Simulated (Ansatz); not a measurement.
Basis-set extrapolation for `CCC1CCCCC1` (PBE0-D4/def2-TZVP geometry, frozen core, the Gaussian-basis code of Ansatz). Multiplicity 1, RHF reference.

|  | def2-TZVPP | def2-QZVPP |
| --- | --- | --- |
| HF | -312.385942 | -312.400285 |
| MP2 correlation | -1.394115 | -1.479602 |
| CCSD(T) correlation | -1.534427 | not run |

Energies in hartree. Use E(X) = E(∞) + A·exp(−7.88·√X) for Hartree–Fock and E(X) = E(∞) + B·X^(−2.97) for correlation, with X = 3 and 4, and add CCSD(T) minus MP2 of the smaller set to the MP2 limit.

Q: What is the CCSD(T) energy at the basis-set limit?

A: HF limit: -312.400285 + (-0.014343) × 0.13774 = -312.40226. MP2 limit: -1.479602 + (-0.085487) × 0.74074 = -1.54293. Higher-order term: -1.534427 − (-1.394115) = -0.14031. Total: -314.08550 hartree, 103.6 kcal/mol below CCSD(T)/def2-TZVPP.
